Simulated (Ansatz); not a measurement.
Molecule: SrCl, net charge 1, singlet state. 
Coordinates optimised at B3LYP-D3(BJ)/def2-TZVP (Ansatz, an electronic-structure program):
```
Sr
Cl 1 2.4819
```
Charge +1, spin multiplicity 1.

Basis-set convergence of Hartree-Fock and CCSD correlation energies (hartree) with Ansatz. Correlated levels leave the core frozen unless marked. Spin-orbit coupling is left out. Frozen are the shells of the preceding noble gas and the d and f shells that filled before the atom's block. The outer core of K, Ca and their heavier congeners is not correlated, a term that matters for these elements. Past Kr the def2 sets carry scalar-relativistic core potentials.

| basis | functions | E(HF) | E(corr, CCSD) |
|---|---|---|---|
| def2-SVPD | 53 | -489.60377 | -0.16740 |
| def2-TZVPPD | 91 | -489.76324 | -0.21927 |
| def2-QZVPPD | 142 | -489.77862 | -0.23936 |

Extrapolating the two largest sets (X = 3 and 4) as X^-3: E(corr) = (64·(-0.23936) - 27·(-0.21927))/37 = -0.2540 Eh, an estimate of the basis-set limit. The largest set recovers 94.2 % of it, the smallest 65.9 %.
